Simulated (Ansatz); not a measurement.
Reaction (substitution at a C–C bond): `CCCC(=O)OCC` + `NB(N)O` → `CNB(N)O` + `CCOC(=O)CC`

Computed with Ansatz on PBE0-D4/def2-TZVP structures; ΔE is electronic, products minus reactants. CCSD(T)/CBS is the MP2 limit (def2-TZVPP, def2-QZVPP) plus CCSD(T) − MP2 in def2-TZVPP, frozen cores. Functionals use def2-TZVPP. B3LYP here is the variant with VWN-RPA as its local correlation; programs differ in this. One conformer a species, not always the lowest.

Problem. Is it downhill or uphill in electronic energy at CCSD(T)/CBS, and by how much? (Best estimate.)

Solution. Ansatz gave: Uphill: ΔE = +38.2 kJ/mol.

Problem. What do these levels give: PBE-D4, r2SCAN-D4, B3LYP-D4, ωB97X-V, ωB97M-V, r2SCAN, HF/def2-TZVPP, SCS-MP2/def2-TZVPP, CCSD/def2-TZVPP, MP2/def2-QZVPP, HF/CBS(def2), MP2/CBS(def2)? (An estimate is asked.)

Solution. Computed: PBE-D4 32.8, r2SCAN-D4 35.8, B3LYP-D4 32.5, ωB97X-V 34.6, ωB97M-V 36.3, r2SCAN 35.1, HF/def2-TZVPP 32.2, SCS-MP2/def2-TZVPP 36.7, CCSD/def2-TZVPP 36.3, MP2/def2-QZVPP 40.5, HF/CBS(def2) 32.2, MP2/CBS(def2) 41.1 kJ/mol.

Largest T1 diagnostic among the species: 0.013.

In def2-TZVPP, CCSD(T) changes the Hartree–Fock value by +4.5 kJ/mol (the triples alone add +0.4 kJ/mol) and MP2 by +7.4 kJ/mol.
